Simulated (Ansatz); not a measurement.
F$_{3}$GeHSe (`[F][Ge]([F])([F])[SeH]`). Charge 0, multiplicity 1. The structure was optimised at the PBE0-D4/def2-TZVP level. It is one conformer, not always the lowest.

```xyz
6

F     1.785   -0.463    0.145
Ge    0.302    0.385    0.079
F     0.267    1.057   -1.492
F     0.427    1.689    1.175
Se   -1.541   -0.885    0.609
H    -1.239   -1.783   -0.516
```

**Question.** What is the dipole moment at ωB97M-V/def2-TZVPP? (Estimate.)

**Answer.** Ansatz gave: 2.84 D, with components (-2.07, -1.94, 0.11) D in this frame, pointing from negative to positive charge.

**Question.** And with PBE, r2SCAN, B3LYP? (Estimate.)

**Answer.** Ansatz gave: PBE 2.70 D, r2SCAN 2.74 D, B3LYP 2.88 D.

**Question.** Give the Mulliken charges with ωB97M-V, r2SCAN, PBE in def2-TZVPP. (An estimate is asked.)

**Answer.** Ansatz gave: 
```json
{"atom": "F1", "ωB97M-V": "-0.33", "r2SCAN": "-0.33", "PBE": "-0.29"}
{"atom": "Ge2", "ωB97M-V": "1.06", "r2SCAN": "1.08", "PBE": "0.96"}
{"atom": "F3", "ωB97M-V": "-0.33", "r2SCAN": "-0.33", "PBE": "-0.29"}
{"atom": "F4", "ωB97M-V": "-0.33", "r2SCAN": "-0.33", "PBE": "-0.30"}
{"atom": "Se5", "ωB97M-V": "-0.16", "r2SCAN": "-0.18", "PBE": "-0.16"}
{"atom": "H6", "ωB97M-V": "0.11", "r2SCAN": "0.10", "PBE": "0.09"}
```

B3LYP here is the variant with VWN-RPA as its local correlation; programs differ in this.
